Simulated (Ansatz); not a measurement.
Reaction (hydrogenolysis of a Ge–O bond): `C[O][GeH2][I]` + H₂ → `[GeH3][I]` + CH₃OH

Computed with Ansatz on PBE0-D4/def2-TZVP structures; ΔE is electronic, products minus reactants. CCSD(T)/CBS adds triple-zeta CCSD(T) − MP2 to the extrapolated MP2 energy (def2 sets, frozen cores). This one scheme is used for every species. DFT in def2-TZVPP. Elements past krypton have def2 core potentials. For Ge, I outer-core shells are correlated without core-valence functions, which leaves a few kJ/mol of doubt a bond. Scalar relativity is left out up to krypton. Each species was taken in one conformer, which may not be the lowest.

(1) Is it downhill or uphill in electronic energy at CCSD(T)/CBS, and by how much? (An estimate is asked.)

(2) What do these levels give: LDA (SPW92), PBE-D4, r2SCANh-D4, CAM-B3LYP-D4, BLYP, r2SCAN, r2SCANh, r2SCAN0, CCSD/def2-SVP, CCSD(T)/def2-SVP, SCS-MP2/def2-QZVPP, CCSD/CBS(def2)? (Best estimate.)

Largest T1 diagnostic among the species: 0.010.

Answers

(1) The calculation gave: Uphill: ΔE = +5.3 kJ/mol.

(2) The calculation gave: LDA (SPW92) -2.5, PBE-D4 2.1, r2SCANh-D4 4.3, CAM-B3LYP-D4 1.8, BLYP -2.2, r2SCAN 5.1, r2SCANh 2.4, r2SCAN0 -1.3, CCSD/def2-SVP -5.6, CCSD(T)/def2-SVP -1.2, SCS-MP2/def2-QZVPP 9.7, CCSD/CBS(def2) 0.1 kJ/mol.

From r2SCAN to r2SCAN0 (25 % exact exchange), in def2-TZVPP and without D4, ΔE moves by −6.4 kJ/mol. At CCSD(T), def2-SVP lies −6.5 kJ/mol from the extrapolated value and def2-TZVPP +0.6 kJ/mol.
